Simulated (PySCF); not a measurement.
C5H6F3N3.
Z-matrix (Å and degrees, GFN2-xTB geometry), rows numbered from 1:
```
C 
C   1  1.4780
N   2  1.3060  1  125.61
N   3  1.3314  2  108.76  1   179.91
C   4  1.3031  3  107.59  2    -0.00
C   5  1.4866  4  126.44  3  -179.82
F   6  1.3249  5  113.23  4     1.14
F   6  1.3506  5  111.71  4  -120.13
F   6  1.3505  5  111.64  4   122.29
N   2  1.3665  1  124.61  3  -179.96
C  10  1.4366  2  129.21  1    -0.18
H   1  1.0895  2  110.79  3  -120.56
H   1  1.0854  2  108.20  3    -0.94
H   1  1.0896  2  110.71  3   118.60
H  11  1.0911 10  110.05  2   125.12
H  11  1.0918 10  110.18  2  -114.86
H  11  1.0877 10  109.12  2     5.24
```

Definitions: NICS(0) = −σiso at the ring centroid; NICS(1) = −σiso and NICS(1)zz = −σzz at ±1 Å along the ring normal z. Level: GIAO PBE0/pcSseg-1 (PySCF, non-relativistic, gas phase) on the GFN2-xTB geometry, one conformer.

Ring bond lengths (Å), with Mayer bond orders in brackets: C2–N3 1.306 (1.59), N3–N4 1.331 (1.24), N4–C5 1.303 (1.60), C5–N10 1.369 (1.07), N10–C2 1.367 (1.12).

Question: What do the NICS probes read (ppm)?

Answer: 
```csv
ring,type,NICS(0),"NICS(1), two faces","NICS(1)zz, two faces",rms pucker (Å),"centre to ring atoms, mean (Å)"
C2–N3–N4–C5–N10,5-membered ring with 3 N; formal bonds all aromatic,-11.2,-11.3 / -11.3,-28.5 / -28.4,0.00,1.14
```

Question: What do they say, and how far can they be read as aromaticity?

Answer: 
- C2–N3–N4–C5–N10: mean NICS(1)zz -28.5 ppm, shielded. For a flat ring without four-coordinate atoms the NICS criterion counts such a value as aromatic.

Question: What does the geometric index give? HOMA = 1 − mean of α(R − Ropt)² over the ring bonds, with Krygowski's 1993 parameters (CN: Ropt 1.334 Å, α 93.52 Å⁻²; NN: Ropt 1.309 Å, α 130.33 Å⁻²).

Answer: 
- C2–N3–N4–C5–N10: HOMA 0.91; the largest term is that of C5–N10, α(R − Ropt)² = 0.12. The geometric and the magnetic index point the same way.

Question: At the first NICS(1) probe listed for ring C2–N3–N4–C5–N10, 1 Å off the ring, how large is the induced field along the normal in 7.05 T applied along it?

Answer: NICSzz × B0 = -28.5 ppm × 7.05 T = -201 μT, against the applied field.

Question: What are the shieldings of the ring atoms and their hydrogens in the same run (means over atoms taken as equivalent)?

Answer: 
| atoms | environment | σ isotropic (ppm) | principal values of the symmetric part, first atom (ppm) |
| --- | --- | --- | --- |
| C2 | substituted aromatic carbon | 30.9 | -48.4, 42.6, 98.6 |
| N3 | pyridine-type nitrogen | -89.8 | -321.4, -112.9, 164.9 |
| N4 | pyridine-type nitrogen | -107.3 | -379.9, -127.9, 185.8 |
| C5 | substituted aromatic carbon | 36.7 | -51.6, 62.4, 99.4 |
| N10 | pyrrole-type nitrogen | 78.9 | -32.9, 101.6, 168.1 |

Rough CPU time on one thread of a shared machine: about 90 s. This is the whole shielding run at PBE0/pcSseg-1, SCF included.
